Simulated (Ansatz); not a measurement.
Geometry optimisation, RHF/def2-SVP (Ansatz).

The input (input.yaml):

```yaml
crystal:
  periodic: [false, false, false]
  atoms:
    - { symbol: Hf, position_ang: [0.362683, 0.031594, -0.183468] }
    - { symbol: Cl, position_ang: [0.651444, -0.707136, 2.169918] }
    - { symbol: F, position_ang: [2.103858, -0.019332, -0.931098] }
    - { symbol: F, position_ang: [-0.207384, 1.830661, -0.429827] }
    - { symbol: F, position_ang: [-0.63106, -1.207551, -1.235311] }
    - { symbol: "N", position_ang: [-2.550819, -0.170232, 1.539776] }
    - { symbol: H, position_ang: [-3.179709, -0.78056, 1.04886] }
    - { symbol: Si, position_ang: [-3.251762, 1.2388, 2.301894] }
    - { symbol: H, position_ang: [-4.145264, 0.873011, 3.428041] }
    - { symbol: H, position_ang: [-2.160779, 2.079793, 2.833708] }
    - { symbol: H, position_ang: [-4.050534, 1.965991, 1.295376] }
    - { symbol: H, position_ang: [-1.929974, -0.734941, 2.135031] }
basis:
  gaussian: { orbitals: def2-SVP }
hamiltonian:
  xc: hf
relax:
  f_tol: 0.03
  max_steps: 50
```

Command:

```bash
$ ansatz run input.yaml --threads 4 --pin off --max-ram 5120MiB --backend cpu --events-out ev --progress --plain --runs-dir out
```

Where does it end, and by what steps?

The run converged. The force dipped under the threshold on the way, but the program's further checks kept it going. After 20 steps the energy has fallen by 0.785 eV; F4 moved furthest, 0.88 Å. Joined: Hf1–N6 (3.39 → 2.46 Å).

| step | energy less start (eV) | largest force component (eV/Å) | accepted |
| --- | --- | --- | --- |
| 0 | 0.0000 | 1.362 | yes |
| 1 | -0.2333 | 0.984 | yes |
| 2 | -0.4926 | 1.003 | yes |
| 3 | -0.6785 | 0.748 | yes |
| 4 | -0.7529 | 0.389 | yes |
| 5 | -0.7621 | 0.124 | yes |
| 6 | -0.7685 | 0.265 | yes |
| 7 | -0.7752 | 0.073 | yes |
| 8 | -0.7762 | 0.256 | yes |
| 9 | -0.7796 | 0.101 | yes |
| 10 | -0.7807 | 0.049 | yes |
| 11 | -0.7817 | 0.083 | yes |
| 12 | -0.7824 | 0.137 | yes |
| 13 | -0.7834 | 0.070 | yes |
| 14 | -0.7840 | 0.021 | yes |
| 15 | -0.7844 | 0.029 | yes |
| 16 | -0.7842 | 0.094 | no |
| 17 | -0.7848 | 0.019 | yes |
| 18 | -0.7849 | 0.032 | yes |
| 19 | -0.7848 | 0.027 | no |
| 20 | -0.7850 | 0.004 | yes |

```xyz
12
Properties=species:S:1:pos:R:3
Hf -0.086 0.022 0.179
Cl 1.040 -1.052 2.025
F 1.383 0.249 -1.030
F -0.557 1.883 0.372
F -1.198 -1.074 -0.951
N -2.102 -0.203 1.575
H -2.666 -0.862 1.054
Si -3.058 1.267 1.998
H -4.239 0.839 2.780
H -2.201 2.133 2.819
H -3.491 1.890 0.739
H -1.813 -0.692 2.412
```

Whether the end is a true minimum wasn't checked by a vibrational analysis.

Run time: 49 s on 4 threads of Arm Neoverse V1, with other jobs on the host, peak memory 0.45 GiB.
